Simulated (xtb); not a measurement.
xtb input (GFN1-xTB):

```bash
xtb mol.xyz --gfn 1 --sp --chrg -1 --uhf 0
```
mol.xyz:
```
6

Sn    -0.00000000    -0.00000000    -0.00000000
H      0.01229980     0.01135681     1.87957196
H     -0.01229980    -0.01135681    -1.87957196
H      1.77645116    -0.00682920    -0.01158372
H     -0.88237217     1.54187106    -0.00354216
H     -0.89407900    -1.53504186     0.01512588
```

End of the output:

```
         :::::::::::::::::::::::::::::::::::::::::::::::::::::
         ::                     SUMMARY                     ::
         :::::::::::::::::::::::::::::::::::::::::::::::::::::
         :: total energy              -5.328089029502 Eh    ::
         :: gradient norm              0.028550838093 Eh/a0 ::
         :: HOMO-LUMO gap              6.033996030243 eV    ::
         ::.................................................::
         :: SCC energy                -5.334266181276 Eh    ::
         :: -> electrostatic           0.121805104147 Eh    ::
         :: repulsion energy           0.007166981367 Eh    ::
         :: dispersion energy         -0.000989829592 Eh    ::
         :: halogen bond corr.         0.000000000000 Eh    ::
         :: add. restraining           0.000000000000 Eh    ::
         :: total charge              -1.000000000000 e     ::
         :::::::::::::::::::::::::::::::::::::::::::::::::::::

           -------------------------------------------------
          |                Property Printout                |
           -------------------------------------------------

    * Orbital Energies and Occupations

         #    Occupation            Energy/Eh            Energy/eV
      -------------------------------------------------------------
         1        2.0000           -0.6364052             -17.3175
         2        2.0000           -0.2367126              -6.4413
         3        2.0000           -0.2367126              -6.4413
         4        2.0000           -0.2274622              -6.1896
         5        2.0000           -0.1481791              -4.0322 (HOMO)
         6                          0.0735662               2.0018 (LUMO)
         7                          0.1194463               3.2503
         8                          0.1194463               3.2503
         9                          0.1598089               4.3486
        10                          0.1598089               4.3486
        11                          0.1719868               4.6800
        12                          0.1775785               4.8322
        13                          0.2026436               5.5142
        14                          0.2026436               5.5142
        15                          0.2324243               6.3246
        16                          0.5311351              14.4529
       ...                                ...                  ...
        19                          1.3840784              37.6627
      -------------------------------------------------------------
                  HL-Gap            0.2217453 Eh            6.0340 eV
             Fermi-level           -0.0373064 Eh           -1.0152 eV

  Mulliken/CM5 charges         n(s)   n(p)   n(d)
Note: The following floating-point exceptions are signalling: IEEE_DENORMAL
normal termination of xtb
     1Sn   -0.19714 -0.37477   1.861  1.988  0.348
     2H    -0.22647 -0.19622   1.226  0.000  0.000
     3H    -0.22647 -0.19622   1.226  0.000  0.000
     4H    -0.11664 -0.07759   1.117  0.000  0.000
     5H    -0.11664 -0.07759   1.117  0.000  0.000
     6H    -0.11664 -0.07759   1.117  0.000  0.000

Wiberg/Mayer (AO) data.
largest (>0.10) Wiberg bond orders for each atom

 ---------------------------------------------------------------------------
     #   Z sym  total        # sym  WBO       # sym  WBO       # sym  WBO
 ---------------------------------------------------------------------------
     1  50 Sn   3.476 --     5 H    0.706     6 H    0.706     4 H    0.706
                             3 H    0.679     2 H    0.679
     2   1 H    0.954 --     1 Sn   0.679
     3   1 H    0.954 --     1 Sn   0.679
     4   1 H    0.997 --     1 Sn   0.706
     5   1 H    0.997 --     1 Sn   0.706
     6   1 H    0.997 --     1 Sn   0.706
 ---------------------------------------------------------------------------

Topologies differ in total number of bonds
Writing topology from bond orders to xtbtopo.mol

 dipole moment from electron density (au)
     X       Y       Z
   0.0000   0.0000  -0.0000  total (Debye):    0.000

           -------------------------------------------------
          | TOTAL ENERGY               -5.328089029502 Eh   |
          | GRADIENT NORM               0.028550838093 Eh/α |
          | HOMO-LUMO GAP               6.033996030243 eV   |
           -------------------------------------------------

------------------------------------------------------------------------
------------------------------------------------------------------------
 total:
 SCF:
```
